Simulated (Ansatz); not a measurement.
The same path of CH4BClSi (8 atoms, charge 0, multiplicity 1) was run twice with different band settings. The coordinate that changes most is the dihedral Si1–C2–B3–Cl4.

Theory: RKS PBE0/def2-SVP in Ansatz.

Relaxed end points:

```xyz
8
Properties=species:S:1:pos:R:3
Si 0.101 1.427 -0.228
C 0.319 -0.256 -0.520
B -0.269 -1.211 0.499
Cl -0.119 -2.964 0.323
H 0.604 2.513 -1.112
H -0.629 1.926 0.964
H 0.860 -0.608 -1.404
H -0.867 -0.827 1.478
```

```xyz
8
Properties=species:S:1:pos:R:3
Si 0.055 1.419 -0.151
C 0.330 -0.237 -0.538
B -0.145 -1.410 0.301
Cl -1.057 -1.183 1.810
H 0.542 2.531 -1.011
H -0.678 1.887 1.049
H 0.888 -0.447 -1.459
H 0.065 -2.560 -0.002
```

Common settings: movable images 9; climbing image yes; optimiser quadratic models (default); start path through a guess of the saddle point; force threshold 0.03 eV/Å; end points relaxed.

| run | spring | iteration limit |
| --- | --- | --- |
| 1 | 5.0 eV/Å² | 17 |
| 2 | 0.1 eV/Å² | 31 |

**Question.** What does each run give, and how far can it be trusted?

**Answer.** Run 1: converged after 9 iterations, highest image 0.491 eV above the first end. A vibrational analysis at the climbing image gives one clearly imaginary mode, 263i cm⁻¹: a first-order saddle point.
Run 2: converged after 9 iterations, highest image 0.491 eV above the first end. Another band between the same ends (9 images) ends at a top of the same energy, where a vibrational analysis finds 1 clearly imaginary mode.
